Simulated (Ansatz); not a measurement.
Coupled-cluster diagnostics for In₂Te₃, Ansatz.

Geometry of the singlet (r2SCAN-D4/def2-SVP):

```xyz
5

In   -2.402    0.286    0.256
In    2.268    0.632    0.611
Te   -0.013    1.559   -1.349
Te    0.178   -1.220   -1.151
Te   -0.031   -1.258    1.633
```

In the def2 sets In, Te take a core potential; there is no spin–orbit coupling. Correlated methods freeze 20 core orbitals; core or outer-core shells of In, Te are correlated, in sets that lack core-valence functions. The structure comes from a short search, and lower isomers may exist.

Geometry of the charge 0 triplet (r2SCAN-D4/def2-SVP):

Cartesian coordinates in Å:
```
In 1.666 -0.067 -1.292
In -1.182 1.344 1.116
Te 1.437 -0.099 1.757
Te -0.616 -1.626 0.225
Te -1.305 0.447 -1.805
```

Geometry of the charge 0 quintet (r2SCAN-D4/def2-SVP):

Cartesian coordinates in Å:
```
In -0.4478 2.0301 -0.6108
In 0.4472 -2.0305 0.6099
Te -2.0003 -0.3926 0.1607
Te 1.0330 0.7125 1.6129
Te 0.9679 -0.3196 -1.7727
```

(1) Estimate the CCSD(T) correlation energy, the shares of MP2 and (T), T1 and the reference's ⟨S²⟩ for: charge 0, singlet, own geometry in def2-SVP; charge 0, triplet, own geometry in def2-SVP; charge 0, quintet, own geometry in def2-SVP; charge 1, doublet, vertical in def2-SVP; and the rough time on 4 threads of Arm Neoverse V2 on a shared host.

Results:

(1) 
| state | basis | correlation (eV) | MP2 share (%) | (T) share (%) | T1 | ⟨S²⟩ (pure) | wall time | remarks |
| --- | --- | --- | --- | --- | --- | --- | --- | --- |
| charge 0, singlet, own geometry | def2-SVP | -15.079 | 90.0 | 4.6 | 0.013 | 0.00 (0.00) | 20 s | – |
| charge 0, triplet, own geometry | def2-SVP | -15.344 | 88.8 | 5.4 | 0.025 | 2.23 (2.00) | 4.3 min | spin-contaminated |
| charge 0, quintet, own geometry | def2-SVP | -15.012 | 88.3 | 5.4 | 0.032 | 6.12 (6.00) | 3.9 min | spin-contaminated |
| charge 1, doublet, vertical | def2-SVP | -14.890 | 89.9 | 5.1 | 0.016 | 0.82 (0.75) | 80 s | – |
Customary marks for T1 are 0.02 (closed shells), 0.045 (open shells) and about 0.05 (3d metals). T1 exceeds 0.02 in 2 of 4 rows and 0.045 in 0; the higher it lies, the less the single-reference result can be trusted.
